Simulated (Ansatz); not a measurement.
C₇H₁₅S, doublet, at a GFN2-xTB geometry. Base run: PBE/6-31G (Ansatz, a program for electronic structure).

Geometry (Å):
```xyz
23

C      2.5393     1.2345    -0.3641
C      1.5883     0.1402    -0.0315
C      1.9986    -1.2668    -0.2945
S      0.1974     0.5368     0.8826
C     -1.3133    -0.1483    -0.0435
C     -1.1978     0.2694    -1.4990
C     -1.4067    -1.6574     0.1090
C     -2.4908     0.5350     0.6374
H      2.1107     2.2026    -0.1192
H      2.7807     1.2154    -1.4307
H      3.4830     1.1249     0.1788
H      3.0814    -1.3629    -0.1971
H      1.7408    -1.5856    -1.3108
H      1.5243    -1.9515     0.4053
H     -2.0698    -0.0739    -2.0541
H     -1.1380     1.3526    -1.5804
H     -0.3072    -0.1583    -1.9544
H     -1.3258    -1.9406     1.1564
H     -2.3690    -2.0044    -0.2666
H     -0.6239    -2.1593    -0.4525
H     -3.4237     0.2345     0.1632
H     -2.5304     0.2620     1.6894
H     -2.3966     1.6162     0.5680
```
Charge 0, spin multiplicity 2.
Orbitals are unrestricted.
All else is at Ansatz's defaults.
Base energy -673.24390 Eh.

Each row names what was changed in the base input (with any setting that the change needs).

```csv
change,ΔE vs base (mEh)
base,0.000
accuracy = high,0.014
lower_state_search = off,0.000
lower_state_search = full,0.000
"final_grid = 4, 8, 17",1.386
forces = on,0.000
"point_charge = charge:0.5 position_ang:4.8937, 1.8511, 3.9408",-2.345
fitting.mean_field = def2-universal-JKFIT,-0.137
lower_state_search = light,0.000
"point_charge = charge:-1.0 position_ang:4.5939, 1.5276, 4.4019",1.885
"point_charge = charge:1.0 position_ang:6.4062, -2.1816, -0.7155",-1.655
```
